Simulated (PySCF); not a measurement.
C2H8N2Si, SMILES C/C=N/[SiH2]N. Geometry optimised at B3LYP-D3(BJ)/def2-SVP. The structure was generated by enumeration; whether it is a known compound was not checked. One conformer was computed; it need not be the lowest.

The numbers are results of B3LYP-D3(BJ)/def2-SVP (PySCF), not measurements.

Harmonic wavenumbers (cm⁻¹): 83, 127, 167, 188, 230, 313, 414, 455, 568, 726, 787, 841, 851, 911, 925, 935, 972, 1096, 1127, 1365, 1404, 1435, 1449, 1549, 1771, 2175, 2244, 2899, 3019, 3086, 3148, 3560, 3650. Rotational constants (GHz): 13.38, 1.669, 1.588; symmetry number 1.

### Question
Work out the zero-point energy and the ideal-gas rigid-rotor harmonic-oscillator thermochemistry at 298.15 K and 1 atm.

### Answer
ZPE = ½ Σ hcν = ½ × 44469 cm⁻¹ = 265.98 kJ/mol. H − E(el) = 288.73 kJ/mol. Entropy in J/(mol K): translation 164.61, rotation 111.33, vibration 77.28, total 353.22. G − E(el) = 183.41 kJ/mol. Cp = 118.76 J/(mol K). Modes under 150 cm⁻¹ make the vibrational entropy uncertain.
